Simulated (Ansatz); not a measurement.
```yaml
crystal:
  periodic: [false, false, false]
  atoms:
    - {symbol: F, position_ang: [-1.473086, -0.865145, 1.205550]}
    - {symbol: B, position_ang: [-0.376427, -0.281620, 0.664477]}
    - {symbol: Al, position_ang: [1.322898, 0.011117, 1.940178]}
    - {symbol: O, position_ang: [-0.384230, -0.036078, -0.561290]}
    - {symbol: Al, position_ang: [-0.976763, 0.219227, -2.200532]}
    - {symbol: H, position_ang: [1.517072, 1.360223, 2.758163]}
    - {symbol: H, position_ang: [2.456973, -1.086079, 2.136828]}
    - {symbol: H, position_ang: [-1.575632, 1.514924, -2.556334]}
    - {symbol: H, position_ang: [-0.582669, -0.945131, -3.269892]}
basis:
  gaussian: {orbitals: def2-SVPD}
magnetization: {spin_polarized: true, initial_magnetization: 3}
hamiltonian: {xc: {name: HF}}
accuracy: high
scf: {lower_state_search: light}
output: {forces: true}
```

```sh
$ ansatz run in.yaml --threads 2 --pin off --events-out ev --progress --plain --max-ram 4352MiB
```

Shortened log:

```
Error: a molecule whose nuclei and cores have a total charge of 52 cannot have a net charge of 0 together with 3 unpaired electrons
```

**Question.** What is wrong with this run?

**Answer.** The number of unpaired electrons doesn't fit the electron count. The input was rejected before any iteration.
